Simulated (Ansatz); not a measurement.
Consider the formal exchange of groups at the Sb–Si bond: `[CH3][SbH][SiH3]` + CH₃OH → `[CH3][SbH][CH2]O` + SiH₄.

Program: Ansatz. Geometries: PBE0-D4/def2-TZVP. ΔE: electronic, gas phase. CBS: MP2 limit from def2 TZ/QZ plus the TZ coupled-cluster correction, frozen cores. This one scheme is used for every species. Functionals use def2-TZVPP. B3LYP here is the variant with VWN-RPA as its local correlation; programs differ in this. def2 core potentials past Kr. For Sb outer-core shells are correlated without core-valence functions, which leaves a few kJ/mol of doubt a bond. Each species was taken in one conformer, which may not be the lowest.

```tsv
level	ΔE (kJ/mol)	difference from CCSD(T)/CBS
PBE-D4	66.1	3.5
r2SCAN-D4	64.3	1.7
B3LYP-D4	62.6	0.0
B3LYP	63.7	1.1
HF/def2-TZVPP	70.0	7.4
SCS-MP2/def2-TZVPP	58.4	-4.2
HF/def2-QZVPP	69.7	7.1
SCS-MP2/def2-QZVPP	60.1	-2.5
MP2/CBS(def2)	63.8	1.2
CCSD/CBS(def2)	64.5	1.9
CCSD(T)/CBS	62.6	0
```

Largest T1 diagnostic among the species: 0.013.

From PBE to PBE0 (25 % exact exchange), in def2-TZVPP and without D4, ΔE moves by +4.9 kJ/mol. In def2-TZVPP, CCSD(T) changes the Hartree–Fock value by −10.3 kJ/mol (the triples alone add −2.0 kJ/mol) and MP2 by −9.1 kJ/mol.
